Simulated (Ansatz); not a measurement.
BeF₂. The state is a quintet with charge 0. Geometry PBE0-D4/def2-TZVP; atoms count from 1.

Cartesian coordinates in Å:
```
Be 0.545 -0.302 -0.214
F -1.497 -0.633 -1.904
F 0.952 0.935 2.119
```

In the quintet geometry the species has come apart into loosely held pieces. At PBE0-D4/def2-TZVP a singlet of charge 0 lies 15.12 eV below the quintet, each at its own geometry. The structure comes from a short search, and lower isomers may exist.

Problem. Estimate the Mulliken populations from the PBE0/def2-TZVP orbitals of Ansatz.

Solution. 
```
atom  charge (e)  spin (α − β)
 Be1       -0.06          1.99
  F2        0.03          1.00
  F3        0.03          1.00
```
Mulliken values and Mayer orders depend strongly on the basis.

Problem. Where does the spin sit?

Solution. Summed by element: Be 1.99, F 2.01, of 4 unpaired in all. Largest on single atoms: Be1 1.99, F2 1.00, F3 1.00.
